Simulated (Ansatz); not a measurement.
`[CH3][GeH2][Se]C` + `[SiH3][SeH]` → `C[Se][Se][SiH3]` + `[CH3][GeH3]` at 298.15 K and 1 bar (ligand exchange at the Se–Ge bond).

Program: Ansatz. Geometries: PBE0-D4/def2-TZVP. ΔE: electronic, gas phase. CCSD(T)/CBS adds triple-zeta CCSD(T) − MP2 to the extrapolated MP2 energy (def2 sets, frozen cores). For Ge, Se outer-core shells are correlated without core-valence functions, which leaves a few kJ/mol of doubt a bond. Scalar relativity is left out up to krypton. Each species was taken in one conformer, which may not be the lowest.

| species | CCSD(T)/CBS energy (Eh) | H − E (kJ/mol) | S (J/(mol·K)) |
| --- | --- | --- | --- |
| `[CH3][GeH2][Se]C` | -4557.76484 | 260.8 | 379.3 |
| `[SiH3][SeH]` | -2692.20088 | 99.8 | 286.6 |
| `C[Se][Se][SiH3]` | -5132.18229 | 190.5 | 379.4 |
| `[CH3][GeH3]` | -2117.76728 | 170.1 | 269.4 |

H − E and S are ideal-gas, rigid-rotor, harmonic terms from PBE0-D4/def2-TZVP, for one conformer and one mirror image of each species. 1 Eh = 2625.50 kJ/mol, R = 8.31446 J/(mol·K).

Problem. By hand: ΔE, ΔH, ΔS and ΔG.

Solution. ΔE = (-5132.18229) + (-2117.76728) − (-4557.76484) − (-2692.20088) = 0.01615 Eh = 42.4 kJ/mol. Δ(H − E) = 190.5 + 170.1 − 260.8 − 99.8 = 0.0, so ΔH = 42.4 kJ/mol. ΔS = 379.4 + 269.4 − 379.3 − 286.6 = -17.1 J/(mol·K). ΔG = 42.4 − 298.15 × (-17.1)/1000 = 47.5 kJ/mol.

Problem. By hand: the equilibrium constant, and the temperature at which ΔG would vanish if ΔH and ΔS stayed fixed.

Solution. log₁₀ K = −ΔG/(RT ln 10) = -8.3. ΔH and −TΔS have one sign here, so there is no such temperature.

ΔH outweighs TΔS. A doubt of 5 kJ/mol in ΔE shifts log₁₀ K by 0.9 here. Other conformers and mirror images would add mixing entropy, several J/(mol·K) or more a flexible species. Modes under 60 cm⁻¹, often nearly free rotors, make the harmonic entropy too high. These are equilibria of isolated gas molecules and say nothing of rates. Largest T1 diagnostic: 0.010 (customary marks: 0.02 for closed shells, 0.045 for open ones).
